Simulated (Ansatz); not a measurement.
Breaking the H–H spacing in H10 chain (multiplicity 1 held). Energies count from the point at 0.900 Å.
Geometry at that point (charge 0, multiplicity 1):
```xyz
10

H      0.00000     0.00000     0.00000
H      0.00000     0.00000     0.90000
H      0.00000     0.00000     1.80000
H      0.00000     0.00000     2.70000
H      0.00000     0.00000     3.60000
H      0.00000     0.00000     4.50000
H      0.00000     0.00000     5.40000
H      0.00000     0.00000     6.30000
H      0.00000     0.00000     7.20000
H      0.00000     0.00000     8.10000
```

R- and RO- levels are restricted; in cc, def2 and unpolarised 6-31G sets they are followed outwards from rest. U- levels take the lowest unrestricted solution at each point, which mixes spins at long bonds. Active spaces are followed from rest. Left out are points that failed, MP2 points in a non-variational dive below the minimum, coupled-cluster points behind a sign of a changed root (a jump of the amplitudes, or a one-step jump against full CI or MRCI), small-basis points behind a change of solution, and semi-empirical points at long bonds. Curves can end on different states.

Run with Ansatz (a quantum-chemistry and plane-wave program). Each number belongs to the level named beside it.

Energies in eV.

```csv
R (Å),U-MP2/cc-pVDZ,R-SCS-MP2/cc-pVDZ,"CASSCF(10,10)/cc-pVDZ","FIC-MRCISD+Q on CASSCF(10,10)/cc-pVDZ"
0.700,7.90,8.22,8.76,8.34
0.800,1.96,2.22,2.53,2.30
0.900,0.00,0.00,0.00,0.00
1.100,1.47,0.96,0.19,0.73
1.300,5.14,4.68,2.94,4.04
1.500,8.80,8.95,6.03,7.67
1.800,12.45,left out,9.70,11.98
2.100,14.06,19.10,11.85,14.50
2.500,14.77,22.47,13.11,15.94
3.000,14.97,left out,13.56,16.45
3.600,15.01,20.52,13.66,16.56
```

Doubts at one or more of the structures used: a spin-contaminated determinant (U-MP2/cc-pVDZ); a restricted determinant that unrestricted orbitals would lower (R-SCS-MP2/cc-pVDZ).
